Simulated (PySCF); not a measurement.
Si(Me)(NH2) (CH5NSi), SMILES C[Si]N (connectivity only; charge and spin as stated), neutral, multiplicity 1.

Geometry: TPSSh-D3(BJ)/def2-TZVP. Other conformers were not sampled.

These are PBE/def2-TZVPD run with PySCF values and carry that method's errors.

Computed frontier levels, gap, dipole moment and polarisability:
```yaml
highest_occupied_level: -5.08 eV
lowest_empty_level: -2.00 eV
orbital_gap: 3.08 eV
dipole_moment: 1.94 D
quadrupole, principal values (traceless, Buckingham form, about the centre of nuclear charge): -4.35, -0.94, 5.29 D·Å
mean_static_polarisability: 60.1 bohr³ (8.90 Å³)
polarisability_principal_values: 49.4, 61.8, 69.0 bohr³
```
